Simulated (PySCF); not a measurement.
**Basis-set dependence of PbN at MP2**

PySCF, ROHF reference; doublet, unpaired electrons π ↑; De to Pb + N without counterpoise correction. Frozen cores follow the default of each basis and core potential.

| basis | relativity | functions | Re (Å) | ωe (cm⁻¹) | De (eV) | frozen orbitals |
| --- | --- | --- | --- | --- | --- | --- |
| cc-pVDZ-PP/cc-pVDZ | scalar-relativistic core potentials | 37 | 2.105 | 544 | 1.43 | 5 |
| def2-SVP | scalar-relativistic core potentials | 40 | 2.106 | 545 | 1.43 | 5 |
| aug-cc-pVDZ-PP/aug-cc-pVDZ | scalar-relativistic core potentials | 55 | 2.097 | 583 | 1.98 | 5 |

**Question.** How does each smaller set differ from the one with most functions, aug-cc-pVDZ-PP/aug-cc-pVDZ?

**Answer.** cc-pVDZ-PP/cc-pVDZ: +0.8 pm, -6.7 % in ωe, -0.55 eV in De; def2-SVP: +0.9 pm, -6.5 % in ωe, -0.55 eV in De. All at MP2; the set with most functions is neither the basis-set limit nor always the best.

Correlated steps freeze 5 core orbitals. Correlated levels converge slowly with the basis: in double zeta they bind strong bonds too weakly, by up to about 1 eV, and carry superposition errors of some tenths. Spin–orbit coupling is left out, which matters for elements this heavy, above all for dissociation energies. The state is the lowest determinant that a PBE0 search found; another state may lie lower at other levels.
